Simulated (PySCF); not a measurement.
# Working out the ionisation energy of S²⁺

S²⁺ [Ne] 3s2 3p2 (3P) → S³⁺ [Ne] 3s2 3p1 (2P). Calculation: PySCF 2.14, in def2-TZVP (5s5p2d1f, 37 functions); no relativity, point nucleus. Frozen: [Ne]. Energies in hartree (1 hartree = 27.21139 eV):

```csv
part,S²⁺ (lower),S³⁺ (upper)
UHF,-396.327743,-395.072641
CCSD correlation,-0.087991,-0.069501
(T),-0.002103,-0.000968
```

Question: What does Hartree-Fock give?

Answer: (-395.072641) − (-396.327743) = 1.255102 hartree = 34.153 eV.

Question: What do CCSD and CCSD(T) give?

Answer: The CCSD correlation energies differ by 0.018490 hartree = 0.503 eV and the triples by 0.001135 hartree = 0.031 eV, so CCSD gives 34.656 eV and CCSD(T) 34.687 eV.

Reference: 34.86 ± 0.04 eV (semi-empirical (NIST evaluation); NIST Atomic Spectra Database, ionization energies), between the lowest levels; spin-orbit coupling is absent from the calculation.

What remains against the reference includes basis incompleteness, the frozen core and higher excitations.
